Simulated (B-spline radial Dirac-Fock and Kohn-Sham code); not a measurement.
Level of theory: multi-electron Dirac-Fock with separately optimised hole states, Breit and Lamb-shift corrections added in first order; a B-spline atomic structure program. The model has no electron correlation.

Q: An atom or ion in its tabulated ground configuration has these computed binding energies (the last is its least bound level). Which is it?

```
level  binding energy (eV)
    K              49240.1
   L1              11833.9
 L2,3              11311.4
```

A: Nd⁵⁵⁺: Z = 60 with 5 electrons, [He] 2s2 2p1. The hydrogen-like estimate √(E/Ry) = 60.2 for the K level lies 0.2 above Z (screening lowers it, relativity raises it); the outermost level, at 11311.4 eV, fixes the charge.

Q: An atom or ion in its tabulated ground configuration has these computed binding energies (the last is its least bound level). Which is it?

```tsv
level	binding energy (eV)
1s	6559.8
2p1/2	673.1
2p3/2	663.0
3p1/2	73.17
3p3/2	71.93
3d	19.97
4s	14.39
```

A: Mn⁺: Z = 25 with 24 electrons, [Ar] 3d5 4s1. The hydrogen-like estimate √(E/Ry) = 22.0 for the K level lies 3.0 below Z; the outermost level, at 14.39 eV, fixes the charge.

Q: An atom or ion in its tabulated ground configuration has these computed binding energies (the last is its least bound level). Which is it?

```tsv
level	binding energy (eV)
K	29238.6
L2	5213.8
L3	5003.0
M1	1904.8
M2	1785.5
M3	1739.2
M4,5	1568.4
```

A: In²⁸⁺: Z = 49 with 21 electrons, [Ar] 3d3. The hydrogen-like estimate √(E/Ry) = 46.4 for the K level lies 2.6 below Z (screening lowers it, relativity raises it); the outermost level, at 1568.4 eV, fixes the charge.
